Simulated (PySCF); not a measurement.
# NMR data sheet: C7H11P

| Property | Result |
| --- | --- |
| Formula | C7H11P |
| SMILES | C1=CCP(C2CC2)C1 |
| InChI | InChI=1S/C7H11P/c1-2-6-8(5-1)7-3-4-7/h1-2,7H,3-6H2 |
| Point group of the computed structure | Cs |
| Carbon signals | 4 |
| Proton signals | 5 |

Bonds (- single, = double, # triple, : aromatic): C1=C2, C2-C3, C3-P4, P4-C5, C5-C6, C6-C7, P4-C8, C8-C1, C7-C5. C1 carries H9; C2 carries H10; C3 carries H11, H12; C5 carries H13; C6 carries H14, H15; C7 carries H16, H17; C8 carries H18, H19. H14, H17 are cis to P4 on the ring; H15, H16 are trans to P4 on the ring.

No solvent, non-relativistic Hamiltonian, one computed conformer, averaged over atoms made equivalent by symmetry, fast rotation or ring inversion. GFN2-xTB geometry; shielding tensors at PBE0/pcSseg-1 (GIAO); PySCF 2.14.0 with density-fitted response routines.

Scale: ¹H and ¹³C against TMS; ³¹P against H3PO4 (reference shieldings calculated alike).

| carbon | δC, type | δH (multiplicity) | HMBC from (2–3 bonds) | span of the C tensor (ppm) |
| --- | --- | --- | --- | --- |
| C1/C2 | 137.3, CH | 6.15 (m) | H9/H10, H11/H12/H18/H19 | 200 |
| C3/C8 | 38.8, CH2 | 2.64 (m) | H9/H10, H11/H12/H18/H19, H13 | 39 |
| C5 | 13.2, CH | 0.81 (m) | H11/H12/H18/H19, H15/H16, H14/H17 | 85 |
| C6/C7 | 5.5, CH2 | H14 0.32 (m); H15 0.61 (m) | H13, H15/H16, H14/H17 | 63 |

Other nuclei:
| atoms | nucleus | environment | δ (ppm) | σ (ppm) |
| --- | --- | --- | --- | --- |
| P4 | ³¹P | phosphorus bonded to 3 C, in a 5-membered ring | -18.9 | 337.3 |

1. δC 137.3: alkene CH; an sp2 carbon of a C=C bond.
2. δC 13.2, 5.5: three-membered-ring carbon; carbons of three-membered rings are unusually shielded.
3. δH 6.15: hydrogen on an alkene CH; olefinic region.
4. δH 2.64: hydrogen on an allylic sp3 CH2 bonded to P; allylic position.
5. δH 0.81, 0.61, 0.32: hydrogen on a three-membered-ring carbon; cyclopropane-type protons are shielded by the ring.

Splittings by ³¹P in the carbon and heteronuclear signals aren't shown, as no couplings were computed. Shifts are as computed. Against solution values, carbons near 30 ppm lie about +3 ppm off and those near 130 ppm about +5 ppm. Of 1211 compounds with measured shifts, 218 miss one by over three times the rms of a fit or turn the order of signals round; such compounds aren't used in these exercises. Experimental scales use liquid or dissolved standards, which lie at an offset from isolated H3PO4. No couplings were computed; multiplicities are counted from neighbouring protons, with m where these are inequivalent, close in shift, in a saturated or five-membered ring or joined by F or P, and br s for small geminal =CH2 splittings.
